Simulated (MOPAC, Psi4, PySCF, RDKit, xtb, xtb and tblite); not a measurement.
Torsional profile of C4H12OSi, SMILES CO[SiH2]C(C)C, singlet. Scanned: dihedral O2–Si3–C4–C5; all other coordinates were relaxed at GFN2-xTB.

Geometry of the scan point at -60° (Å):
```
18

C      3.0531     0.5147     0.0757
O      1.6854     0.4073     0.3218
Si     0.6364    -0.6045    -0.3901
C     -1.0160    -0.1839     0.4445
C     -0.9727    -0.4041     1.9552
C     -2.1383    -1.0089    -0.1740
H      3.5625    -0.4252     0.3002
H      3.4526     1.3030     0.7147
H      3.2405     0.7678    -0.9703
H      1.0219    -2.0058    -0.1703
H      0.5874    -0.3799    -1.8417
H     -1.2450     0.8727     0.2705
H     -0.1825     0.1913     2.4055
H     -1.9209    -0.1211     2.4125
H     -0.7867    -1.4520     2.1828
H     -3.0986    -0.7568     0.2748
H     -2.2044    -0.8324    -1.2448
H     -1.9604    -2.0707    -0.0183
```

Computed with: GFN2-xTB (xtb and tblite); MMFF94 // GFN2-xTB (RDKit); B3LYP/def2-SVP // GFN2-xTB (Psi4); B3LYP-D3(BJ)/def2-SVP // GFN2-xTB (Psi4); PBE/def2-SVP // GFN2-xTB (Psi4); PBE-D3(BJ)/def2-SVP // GFN2-xTB (Psi4); UFF // GFN2-xTB (RDKit); PM6, restricted, heats of formation // GFN2-xTB (MOPAC); PM3, restricted, heats of formation // GFN2-xTB (MOPAC); GFN1-xTB // GFN2-xTB (xtb); RKS-B3LYP/6-31G* = PySCF with restricted B3LYP/6-31G*, spherical d, density fitting // GFN2-xTB; RKS-M06-2X/6-31G* = restricted M06-2X/6-31G*, spherical d, density fitting // GFN2-xTB in PySCF 2.14.0; RHF/6-31G* = restricted Hartree-Fock/6-31G*, spherical d, density fitting // GFN2-xTB (PySCF 2.14.0); RHF/LANL2DZ = restricted Hartree-Fock/LANL2DZ, with its core potentials past Ne // GFN2-xTB in PySCF.

Least-squares fit of E(φ) = a0 + Σ (a_n cos nφ + b_n sin nφ), n = 1 to 4, to the 12 scan points, in kJ/mol above the lowest point of each profile (levels whose profile four harmonics don't fit are not listed):

```tsv
method	a0	a1	b1	a2	b2	a3	b3	a4	b4	rms of fit
GFN2-xTB	3.64	1.01	1.91	-0.05	0.12	2.57	0.25	0.04	0.18	0.03
MMFF94	3.82	-0.32	-0.57	0.15	-0.11	3.17	0.45	-0.14	-0.09	0.02
B3LYP/def2-SVP	5.25	-0.71	-1.21	-0.13	0.25	3.99	0.57	0.06	0.21	0.05
B3LYP-D3(BJ)/def2-SVP	5.69	-0.90	-1.58	-0.19	0.34	4.11	0.54	0.07	0.21	0.05
PBE/def2-SVP	5.16	-0.68	-1.15	-0.18	0.33	4.04	0.57	0.08	0.24	0.06
PBE-D3(BJ)/def2-SVP	5.46	-0.81	-1.40	-0.21	0.38	4.11	0.55	0.08	0.24	0.06
UFF	5.32	0.74	1.29	-0.11	0.28	4.40	0.29	-0.09	0.07	0.14
PM6	2.05	0.07	0.18	0.13	-0.16	2.06	0.31	0.01	0.07	0.06
PM3	3.17	1.53	2.76	0.52	-0.78	2.03	0.14	0.04	0.12	0.03
GFN1-xTB	3.82	-0.34	-0.59	0.12	-0.16	2.76	0.36	0.07	0.18	0.02
RKS-B3LYP/6-31G*	4.33	-0.30	-0.50	0.05	-0.05	3.51	0.48	0.09	0.26	0.08
RKS-M06-2X/6-31G*	4.55	-0.55	-1.01	-0.20	0.32	3.59	0.36	0.09	0.23	0.06
RHF/6-31G*	4.94	-0.35	-0.59	0.09	-0.10	3.97	0.51	0.03	0.15	0.05
RHF/LANL2DZ	6.05	-0.64	-1.13	0.10	-0.15	4.36	0.55	0.12	0.26	0.05
```

MMFF94 has few fitted parameters for silicon.
